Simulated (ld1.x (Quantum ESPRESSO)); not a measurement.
**Cutoff test, iodine (I), TM**

| Property | Result |
| --- | --- |
| Element | I |
| Generator | ld1.x (Quantum ESPRESSO) 7.5 |
| Type | norm-conserving Troullier–Martins (Kleinman–Bylander form) |
| Functional | PBEsol |
| Relativity | scalar-relativistic |
| Frozen core | [Ar] 3d10 |
| Valence charge | 25 |
| Reference configuration | 4s2 4p6 4d10 5s2 5p5 |
| Partial waves | 4s (bound): rc 0.70 bohr; 4p (bound): rc 1.20 bohr; 4d (bound): rc 1.25 bohr |
| Local potential | the d channel |
| Core correction | none |

Occupied shells without a wave of their own: 5p, 5s. They enter only through the test configuration that unscreens the potential.

The pseudo-atom Hamiltonian at the reference potential is diagonalised in spherical Bessel functions j_l(qr) that vanish at 20 bohr, with q² up to the cutoff. All-electron valence levels (Ry): 4s -13.2540, 5s -1.2824, 4p -9.3621, 5p -0.5216, 4d -3.6904.

Problem. How do the lowest levels (Ry) of each channel move with the cutoff, and are there ghosts?

Solution.

```json
{"cutoff (Ry)": "8", "s #1": "-10.6920", "s #2": "-0.7584", "p #1": "-3.9691", "p #2": "-0.0674", "d #1": "-0.1461", "d #2": "0.0728", "f #1": "0.1157", "Σ f·Δε (mRy)": "76374.0"}
{"cutoff (Ry)": "25", "s #1": "-11.6796", "s #2": "-1.1321", "p #1": "-8.7192", "p #2": "-0.4173", "d #1": "-1.7273", "d #2": "0.0664", "f #1": "0.1157", "Σ f·Δε (mRy)": "27590.3"}
{"cutoff (Ry)": "50", "s #1": "-12.7314", "s #2": "-1.2198", "p #1": "-9.3510", "p #2": "-0.5353", "d #1": "-3.3119", "d #2": "0.0639", "f #1": "0.1157", "Σ f·Δε (mRy)": "5084.2"}
{"cutoff (Ry)": "100", "s #1": "-13.1623", "s #2": "-1.2828", "p #1": "-9.3613", "p #2": "-0.5400", "d #1": "-3.6866", "d #2": "0.0631", "f #1": "0.1157", "Σ f·Δε (mRy)": "264.0"}
{"cutoff (Ry)": "180", "s #1": "-13.2372", "s #2": "-1.2987", "p #1": "-9.3620", "p #2": "-0.5400", "d #1": "-3.6902", "d #2": "0.0631", "f #1": "0.1157", "Σ f·Δε (mRy)": "42.7"}
{"cutoff (Ry)": "400", "s #1": "-13.2540", "s #2": "-1.3028", "p #1": "-9.3620", "p #2": "-0.5400", "d #1": "-3.6902", "d #2": "0.0631", "f #1": "0.1157", "Σ f·Δε (mRy)": "0.0"}
```

Result: no extra level below or beside the all-electron valence levels (s, p, d, f tested); 10 mRy is reached at 300 Ry and 1 mRy at over 300 Ry.

The potential misses its own reference levels by up to 0.3 eV. Its largest configuration-test error is -1355 meV.
